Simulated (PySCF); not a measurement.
# Correlation energy of Ne (neon, neutral)

[Ne], closed-shell 1S. All numbers are calculated (PySCF 2.14, the spin-free X2C one-electron Hamiltonian (Gaussian nucleus), in cc-pVDZ-DK (3s2p1d, 14 functions)). Frozen: 1s2; 8 electrons correlated.

MP2 pair energies summed by pair of shells (mhartree):

```
 pair   energy  share (%)
2p-2p  -140.23       75.5
2s-2p   -38.22       20.6
2s-2s    -7.28        3.9
```

Total MP2 correlation energy: -185.73 mhartree.

Same-spin part -50.85 and opposite-spin part -134.88 mhartree; SCS-MP2 scales them by 1/3 and 6/5 to -178.81 mhartree.

| level | correlation energy (mhartree) |
| --- | --- |
| CCSD | -189.20 |
| (T) | -1.05 |
| CCSD(T) | -190.25 |

Diagnostics: T1 = 0.0023, D1 = 0.0036, largest double amplitude 0.042.

Is a single reference adequate?

Yes: T1 lies below 0.03 and no double amplitude reaches 0.07.
